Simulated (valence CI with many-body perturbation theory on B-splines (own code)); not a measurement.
**A CI+MBPT run for Tb²⁵⁺**

Computed by configuration interaction combined with many-body perturbation theory (CI+MBPT): four valence electrons over a frozen Dirac-Fock core [Kr], a basis of 6 s, 6 p, 5 d, 5 f, 1 g functions for each j, with the one-electron correlation potential Σ1 (screened to all orders), the two-electron term Σ2, the three-electron term Σ3, Breit, model QED; selected single and double excitations, second order for the rest, scaled by the run's own slope (own B-spline code, finite nucleus).

Command, and the settings that its task file holds:

```sh
python run_cv.py task.json out
```

```
atom Tb  Z=65  mass_number=159  rms_radius_fm=5.0600
core [Kr]
valence 4d4
avg = 1
basis = S
breit = 1
cap = 10000
capref = 1200
cscale = 1
de = 0.0
dress = 0
eps = 2e-08
extrap = 1
h = 0.8
hh = 1
l2 = 3
lcore = 6
maxit = 60
n2 = 5
natural = 1
nlev = 20
nno = [3, 3, 3, 3, 1]
nroot = 26
nsp = [3, 3, 2, 2, 0]
pt2 = 1
qed = 1
rpa = 1
s1 = 1
s2 = 1
s3 = 1
screen = 1
tol = 2e-05
whole = 1
```

It took 23 s on 1 thread of Arm Neoverse V2, with other jobs on the host.

Log. The first blocks belong to the next ion, which gives the ionisation energy. Fields: 2J, parity (1 odd), roots, reference size, generating configurations, candidates as configurations/state functions, variational space P, stored matrix elements, Davidson steps; e2 is the range of second-order energies in hartree. The first line gives the box (bohr), its intervals, the orbitals and the steps of their self-consistent field. Window is the range of levels sought, series limit the energy at which the first omitted orbital would enter, core excitation an estimate of the first excitation out of the core, left out the lowest levels not solved, and shifts from estimates the range by which levels moved from their first estimate, all in cm⁻¹.

```
rmax 5.7 intervals 34 orbitals 40 references ['4d4', '4d3 4f', '4d3 5s', '4d3 5p', '4d2 4f2'] scf 5 t 0.7
2J=3 par=0 roots 2 ref 38 generators 6 cand 355/936 P 374/974 nnz 0 it 0
2J=3 par=0 roots 2 ref 38 generators 10 cand 449/1068 P 823/2042 nnz 0 it 5
   second order: generators 13 cand 1864/4309 e2 -0.00001 -0.00001
2J=5 par=0 roots 2 ref 44 generators 3 cand 296/936 P 314/980 nnz 0 it 0
2J=5 par=0 roots 2 ref 44 generators 8 cand 501/1380 P 815/2360 nnz 0 it 5
   second order: generators 12 cand 1655/4418 e2 -0.00001 -0.00000
2J=7 par=0 roots 2 ref 38 generators 2 cand 318/959 P 334/997 nnz 0 it 0
2J=7 par=0 roots 2 ref 38 generators 9 cand 433/1199 P 767/2196 nnz 0 it 4
   second order: generators 13 cand 1857/4979 e2 -0.00001 -0.00001
reference levels 845, estimated 32, window 212913 1/cm; series limit 3947124, core excitation 980221
2J=0 par=0 roots 3 ref 28 generators 8 cand 77/167 P 1069/1998 nnz 0 it 3
2J=0 par=0 roots 3 ref 28 generators 10 cand 399/1131 P 1468/3129 nnz 1.2e+06 it 4
   second order: generators 15 cand 3430/7711 e2 -0.00002 -0.00001
2J=2 par=0 roots 4 ref 51 generators 8 cand 217/992 P 737/3511 nnz 2.7e+06 it 5
2J=2 par=0 roots 4 ref 51 generators 10 cand 518/2636 P 1255/6147 nnz 6.3e+06 it 5
   second order: generators 15 cand 4079/24982 e2 -0.00005 -0.00002
2J=4 par=0 roots 6 ref 88 generators 8 cand 140/965 P 503/3501 nnz 2.7e+06 it 5
2J=4 par=0 roots 6 ref 88 generators 11 cand 768/5354 P 1271/8855 nnz 1.3e+07 it 8
   second order: generators 17 cand 3802/35140 e2 -0.00004 -0.00002
2J=8 par=0 roots 6 ref 91 generators 9 cand 134/939 P 498/3399 nnz 2.8e+06 it 4
2J=8 par=0 roots 6 ref 91 generators 12 cand 712/5559 P 1210/8958 nnz 1.4e+07 it 8
   second order: generators 18 cand 4210/45928 e2 -0.00005 -0.00002
2J=6 par=0 roots 5 ref 85 generators 8 cand 113/970 P 466/3554 nnz 3.1e+06 it 4
2J=6 par=0 roots 5 ref 85 generators 10 cand 729/5535 P 1195/9089 nnz 1.5e+07 it 6
   second order: generators 15 cand 3834/41953 e2 -0.00004 -0.00002
2J=10 par=0 roots 2 ref 67 generators 5 cand 158/912 P 596/3466 nnz 3e+06 it 3
2J=10 par=0 roots 2 ref 67 generators 8 cand 395/2146 P 991/5612 nnz 7e+06 it 5
   second order: generators 13 cand 3918/39685 e2 -0.00004 -0.00004
2J=12 par=0 roots 2 ref 55 generators 4 cand 216/982 P 772/3526 nnz 2.9e+06 it 4
2J=12 par=0 roots 2 ref 55 generators 8 cand 169/865 P 941/4391 nnz 3.9e+06 it 4
   second order: generators 12 cand 4463/34899 e2 -0.00003 -0.00003
left out: unestimated 327017, estimated 270736, shifts from estimates -57 to 1
operators 1.5
```

The Davidson iterations converged. The settings are bad on purpose, so the numbers may not be properties of the ion.

No measured spectrum was set against this ion. As an estimate, terms of the open shell hold to 2 to 4 % of their energy, and close levels can change places. Only levels of the ground parity were solved; by the run's estimate the other parity begins above the list, which can be wrong where configurations are misplaced.

| Quantity | Value |
| --- | --- |
| Valence energy | -137.1596 hartree |
| Ionisation energy | 867.56 eV (NIST: 866 ± 4 eV (theoretical)) |
| Reference configurations for the orbitals | 4d4, 4d3 4f, 4d3 5s, 4d3 5p, 4d2 4f2 |
| Radial orbitals | 40 |
| Box radius | 5.743 bohr |
| Largest variational space | 9089 |
| Lowest levels | (4d3/2^4) J=0 0.0, (4d3/2^3 4d5/2) J=1 45981, (4d3/2^3 4d5/2) J=2 70803, (4d3/2^3 4d5/2) J=4 77859, (4d3/2^3 4d5/2) J=3 81953, (4d3/2^2 4d5/2^2) J=0 117630, (4d3/2^2 4d5/2^2) J=4 [a] 123260, (4d3/2^2 4d5/2^2) J=2 [a] 128680, (4d3/2^2 4d5/2^2) J=3 [a] 129450, (4d3/2^2 4d5/2^2) J=5 140430, (4d3/2^2 4d5/2^2) J=1 145760, (4d3/2^2 4d5/2^2) J=6 148840, (4d3/2^2 4d5/2^2) J=4 [b] 158550, (4d3/2^2 4d5/2^2) J=3 [b] 160610 cm⁻¹ |

Levels are named by their leading jj configuration (3d3/2^4 stands for four electrons in 3d with j = 3/2), which in mixed levels can hold well under half, so a name can repeat and another be missing. Letters in brackets count levels of one name in rising energy.
